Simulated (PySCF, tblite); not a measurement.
Isomers of C6H5FN (doublet state). Computed values, GFN2-xTB/tblite, gas phase, harmonic and unscaled. Errors from tens to a few hundred cm⁻¹ against measured bands are possible. One conformer each. Open shells enter through the occupations alone, without spin polarisation, and single modes of such species can be off by tens of per cent.

Electronic energies: B3LYP/pcH-1 single points on the GFN2-xTB geometries (PySCF, gas phase).

| SMILES | electronic energy, lowest = 0 (kcal/mol) |
| --- | --- |
| [H]/[C]=C\C(C)=C(/F)C#N | 57.5 |
| [NH]c1cccc(F)c1 | 0.0 |
| C=[C]c1cc(F)c[nH]1 | 35.2 |
| C=CC1=CC(F)=C[N]1 | 19.6 |

Question: How do GFN2-xTB zero-point energies change the relative energies?

Answer: 
```json
{"SMILES": "[NH]c1cccc(F)c1", "ZPE (kcal/mol)": "58.0", "of it from modes above 1550 cm⁻¹": "24.8", "electronic (kcal/mol)": "0.0", "with ZPE, lowest = 0 (kcal/mol)": "0.0", "lowest mode (cm⁻¹)": "162", "rings": "1"}
{"SMILES": "C=CC1=CC(F)=C[N]1", "ZPE (kcal/mol)": "57.1", "of it from modes above 1550 cm⁻¹": "24.6", "electronic (kcal/mol)": "19.6", "with ZPE, lowest = 0 (kcal/mol)": "18.7", "lowest mode (cm⁻¹)": "91", "rings": "–"}
{"SMILES": "C=[C]c1cc(F)c[nH]1", "ZPE (kcal/mol)": "56.5", "of it from modes above 1550 cm⁻¹": "25.5", "electronic (kcal/mol)": "35.2", "with ZPE, lowest = 0 (kcal/mol)": "33.8", "lowest mode (cm⁻¹)": "98", "rings": "1"}
{"SMILES": "[H]/[C]=C\\C(C)=C(/F)C#N", "ZPE (kcal/mol)": "55.1", "of it from modes above 1550 cm⁻¹": "29.9", "electronic (kcal/mol)": "57.5", "with ZPE, lowest = 0 (kcal/mol)": "54.7", "lowest mode (cm⁻¹)": "76", "rings": "0"}
```

The zero-point energies span 2.9 kcal/mol, from `[H]/[C]=C\C(C)=C(/F)C#N` to `[NH]c1cccc(F)c1`. The order is unchanged.

Question: And how do the electronic energies of GFN2-xTB itself compare?

Answer: `[NH]c1cccc(F)c1` 0.0; `C=CC1=CC(F)=C[N]1` 10.3; `C=[C]c1cc(F)c[nH]1` 16.8; `[H]/[C]=C\C(C)=C(/F)C#N` 72.5 kcal/mol, lowest = 0. Against the energies above, taken from the same isomer `[NH]c1cccc(F)c1`, the largest difference is 18.4 kcal/mol.

Question: What do entropy and thermal enthalpy add at 298.15 K and 1 bar (rigid rotor, harmonic oscillator, one conformer each)?

Answer: 
```
                 SMILES  point group  symmetry number  S (cal/(mol K))  H − H(0) (kcal/mol)  ZPE + H − H(0) − TS (kcal/mol)
        [NH]c1cccc(F)c1           Cs                1             81.4                 4.69                            38.4
      C=CC1=CC(F)=C[N]1           Cs                1             84.6                 5.08                            36.9
     C=[C]c1cc(F)c[nH]1           Cs                1             86.3                 5.34                            36.2
[H]/[C]=C\C(C)=C(/F)C#N           Cs                1             92.7                 6.16                            33.6
```

S holds R ln(2S + 1) for the spin.
